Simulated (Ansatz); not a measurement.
`F[SiH2][O][GeH2][Cl]` and `CBO[SiH2]F` differ in one atom or group.

Ansatz, PBE0-D4/def2-TZVP geometries, multiplicity 1. Each molecule was computed in one conformer, which needn't be the lowest.

Scalar relativity is left out up to krypton.

```tsv
property	`F[SiH2][O][GeH2][Cl]`
HOMO energy (PBE/def2-TZVPP) / eV	-7.60
HOMO–LUMO gap (PBE0/def2-TZVPP) / eV	8.85
LUMO energy (B3LYP/def2-TZVPP) / eV	-0.52
LUMO energy (PBE/def2-TZVPP) / eV	-1.19
HOMO–LUMO gap (ωB97M-V/def2-TZVPP) / eV	13.04
HOMO–LUMO gap (PBE/def2-TZVPP) / eV	6.41
```

Question: Give the same properties after the change, and the shifts. (Estimate.)

Answer: Computed: 
```json
{"property": "HOMO energy (PBE/def2-TZVPP) / eV", "`CBO[SiH2]F`": "-7.08", "shift": "0.52"}
{"property": "HOMO–LUMO gap (PBE0/def2-TZVPP) / eV", "`CBO[SiH2]F`": "8.25", "shift": "-0.60"}
{"property": "LUMO energy (B3LYP/def2-TZVPP) / eV", "`CBO[SiH2]F`": "-0.54", "shift": "-0.02"}
{"property": "LUMO energy (PBE/def2-TZVPP) / eV", "`CBO[SiH2]F`": "-1.34", "shift": "-0.15"}
{"property": "HOMO–LUMO gap (ωB97M-V/def2-TZVPP) / eV", "`CBO[SiH2]F`": "12.55", "shift": "-0.49"}
{"property": "HOMO–LUMO gap (PBE/def2-TZVPP) / eV", "`CBO[SiH2]F`": "5.75", "shift": "-0.66"}
```

With PBE0 the HOMO rises by 0.49 eV and the LUMO falls by 0.10 eV, so the gap narrows by about 0.59 eV. PBE moves the HOMO by 0.52 eV and ωB97M-V by 0.39 eV.

B3LYP here is the variant with VWN-RPA as its local correlation; programs differ in this.
